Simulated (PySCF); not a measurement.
Cartesian coordinates (Å):
SMILES: B[SiH2]C
```xyz
10

B      1.8368    -0.2099    -0.1221
Si     0.0244     0.6556    -0.1665
C     -1.4241    -0.4730     0.2177
H      2.0298    -1.2950     0.3451
H      2.7929     0.3786    -0.5374
H      0.0942     1.7498     0.8546
H     -0.1877     1.3243    -1.4848
H     -1.2976    -0.9401     1.1972
H     -2.3661     0.0793     0.2219
H     -1.5026    -1.2696    -0.5259
```
Charge 0, spin multiplicity 1.

Problem. Predict the LUMO, dipole moment, HOMO–LUMO gap, HOMO and total energy from PBE-D3(BJ)/def2-TZVP // PBE0-D3(BJ)/def2-TZVP (PySCF).

Solution. 
```json
{
  "LUMO": "-3.31 eV",
  "dipole_moment": "0.76 D",
  "HOMO–LUMO gap": "3.56 eV",
  "HOMO": "-6.87 eV",
  "total_energy": "-356.3884 Ha"
}
```
